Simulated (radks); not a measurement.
All-electron atom: O3+ in [He] 2s2 4f1 (not the ground configuration).

Method: non-relativistic Kohn-Sham, r2SCAN, spin-unpolarised, spherical densities, point nucleus; meta-GGA in the generalised Kohn-Sham scheme; computed with a radial shooting solver on a logarithmic mesh with Libxc functionals.

Energy parts (eV):
| part | energy |
|---|---|
| total | -1872.571 |
| kinetic | 1869.807 |
| electron-nucleus | -4063.598 |
| Hartree | 487.427 |
| exchange-correlation | -166.208 |

Orbitals (lengths in bohr, moments of r in powers of bohr):
orbital  occ.  eigenvalue (eV)     <r^4>   <1/r>
1s          2        -618.7761  0.007298   7.658
2s          2         -96.4929     1.784   1.554
4f          1         -11.1765     803.0  0.2443

The highest occupied level is 4f at -11.177 eV. The electron density at the nucleus is 322.1 e/bohr^3. Virial ratio -V/T = 2.00148. Summed over all electrons, <r^2> = 25.64 bohr^2, which gives a Langevin (diamagnetic) susceptibility term of -20.3 x 10^-6 cm^3/mol. The density falls to 0.001 e/bohr^3 at r = 4.56 bohr.
